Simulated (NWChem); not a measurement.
System: SiNH₄O₂Cl; SMILES N[Si](O)(O)Cl

```xyz
9

N      1.6378     0.8203    -0.1287
Si     0.0009     0.3687    -0.0253
O     -0.7587     0.9073     1.3379
O     -0.8949     0.9582    -1.2730
Cl     0.0144    -1.7027    -0.0364
H      2.3087     0.1704    -0.5200
H      1.8909     1.7846    -0.3122
H     -0.3635     0.6476     2.1753
H     -1.8452     0.9927    -1.1245
```
Atoms are numbered in this order, from 1.

Level: PBE0/def2-SVP (NWChem), optimised geometry, unscaled harmonic frequencies. 

| frequency (cm⁻¹) | IR intensity (km/mol) |
|---|---|
| 122 | 2.7 |
| 187 | 59.7 |
| 219 | 17.2 |
| 273 | 39.5 |
| 290 | 26.4 |
| 308 | 46.0 |
| 354 | 92.8 |
| 366 | 34.6 |
| 402 | 196.1 |
| 537 | 117.2 |
| 791 | 24.3 |
| 819 | 97.9 |
| 832 | 181.2 |
| 860 | 252.6 |
| 970 | 166.6 |
| 995 | 198.6 |
| 1532 | 75.4 |
| 3621 | 45.6 |
| 3726 | 51.9 |
| 3926 | 112.7 |
| 3935 | 105.1 |

| Quantity | Value |
|---|---|
| zero-point energy | 35.8 kcal/mol |
| thermal correction to the enthalpy at 298.15 K (with zero-point energy) | 41.1 kcal/mol |
| heat capacity Cv | 25.7 cal/(mol K) |
| entropy at 298.15 K and 1 atm (symmetry number 1) | 83.6 cal/(mol K) |
| dipole moment | 1.63 D |

Rigid rotor and harmonic oscillator.
